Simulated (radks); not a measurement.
Problem. All-electron calculation, non-relativistic Kohn-Sham, LB94 model potential, spin-polarised, spherical densities, point nucleus; open shells are filled with parallel spins first (spin-orbit coupling, left out, can overturn this in heavy ions). Program: a radial shooting solver on a logarithmic mesh with Libxc functionals. Response by self-consistent Sternheimer equations with the Hartree and adiabatic LDA kernel. For heavy and open-shell atoms this level of theory can miss by tens of per cent. Estimate the static dipole polarisabilities of Xe+ ([Kr] 4d10 5s2 5p5) and Sr+ ([Kr] 5s1) and the C6 coefficients of the three pairs.

Solution. alpha = 18.18 and 73.48 bohr^3; C6 = 157.5 (Xe+-Xe+), 253.2 (Xe+-Sr+), 577.8 (Sr+-Sr+) hartree bohr^6.
